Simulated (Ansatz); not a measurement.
`[SH][Mg][SH]` and `[SH][Cd][SH]` differ in one element.

Ansatz, PBE0-D4/def2-TZVP geometries, multiplicity 1. Each molecule was computed in one conformer, which needn't be the lowest.

Elements past krypton have def2 core potentials.

```
                                                                                  property  `[SH][Mg][SH]`
                                                       HOMO–LUMO gap (PBE/def2-TZVPP) / eV            3.96
ideal-gas entropy at 298 K and 1 bar (rigid rotor, harmonic PBE0-D4/def2-TZVP) / J/(mol·K)             318
                                                       HOMO energy (B3LYP/def2-TZVPP) / eV           -7.04
                                                     LUMO energy (ωB97M-V/def2-TZVPP) / eV           -0.09
                                                       LUMO energy (B3LYP/def2-TZVPP) / eV           -1.72
                                                         LUMO energy (PBE/def2-TZVPP) / eV           -2.15
```

Question: What does the change do to each property? (Best estimate.)

Answer: Computed: 
```json
{"property": "HOMO–LUMO gap (PBE/def2-TZVPP) / eV", "`[SH][Cd][SH]`": "3.97", "shift": "0.01"}
{"property": "ideal-gas entropy at 298 K and 1 bar (rigid rotor, harmonic PBE0-D4/def2-TZVP) / J/(mol·K)", "`[SH][Cd][SH]`": "327", "shift": "9"}
{"property": "HOMO energy (B3LYP/def2-TZVPP) / eV", "`[SH][Cd][SH]`": "-7.11", "shift": "-0.07"}
{"property": "LUMO energy (ωB97M-V/def2-TZVPP) / eV", "`[SH][Cd][SH]`": "0.31", "shift": "0.40"}
{"property": "LUMO energy (B3LYP/def2-TZVPP) / eV", "`[SH][Cd][SH]`": "-1.68", "shift": "0.04"}
{"property": "LUMO energy (PBE/def2-TZVPP) / eV", "`[SH][Cd][SH]`": "-2.21", "shift": "-0.06"}
```

With PBE0 the HOMO falls by 0.06 eV and the LUMO rises by 0.08 eV, so the gap widens by about 0.14 eV. PBE moves the HOMO by -0.06 eV and ωB97M-V by -0.05 eV.

B3LYP here is the variant with VWN-RPA as its local correlation; programs differ in this.
